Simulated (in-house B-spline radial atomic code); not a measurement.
A fraction x of an electron is removed from 4d in Pd IV (Pd3+), starting from [Kr] 4d7 and keeping the highest spin. Method: scalar-relativistic (X2C) SCAN, spin-polarised, spherical fractional occupations, Fermi nucleus of rms radius 4.5318 fm. Calculated with a B-spline radial code for spherical atoms.

```json
{"x": "0", "E(x) - E(0) (eV)": "0.0000", "4d down level (eV)": "-39.956"}
{"x": "0.03", "E(x) - E(0) (eV)": "1.2050", "4d down level (eV)": "-40.380"}
{"x": "0.16", "E(x) - E(0) (eV)": "6.5746", "4d down level (eV)": "-42.230"}
{"x": "0.32", "E(x) - E(0) (eV)": "13.5151", "4d down level (eV)": "-44.530"}
{"x": "0.38", "E(x) - E(0) (eV)": "16.2130", "4d down level (eV)": "-45.399"}
{"x": "0.5", "E(x) - E(0) (eV)": "21.7656", "4d down level (eV)": "-47.147"}
{"x": "0.54", "E(x) - E(0) (eV)": "23.6632", "4d down level (eV)": "-47.733"}
{"x": "0.73", "E(x) - E(0) (eV)": "32.9981", "4d down level (eV)": "-50.534"}
{"x": "0.77", "E(x) - E(0) (eV)": "35.0313", "4d down level (eV)": "-51.127"}
{"x": "0.96", "E(x) - E(0) (eV)": "45.0144", "4d down level (eV)": "-53.963"}
{"x": "1", "E(x) - E(0) (eV)": "47.1849", "4d down level (eV)": "-54.564"}
```

The exact functional would give a straight line between the two integer points. Deviations E(x) - E(0) - x[E(1) - E(0)], in eV: -0.211 at x = 0.03, -0.975 at x = 0.16, -1.584 at x = 0.32, -1.717 at x = 0.38, -1.827 at x = 0.5, -1.817 at x = 0.54, -1.447 at x = 0.73, -1.301 at x = 0.77, -0.283 at x = 0.96.

The curve lies below the straight line by up to 1.827 eV (at x = 0.5): convex, the delocalisation error that favours fractional charges.

Q: How well does Slater's transition state (minus the level at half occupation) give the ionisation energy?

A: It gives 47.147 eV against 47.185 eV from the two total energies; NIST lists 46.00 eV, ground level to ground level.
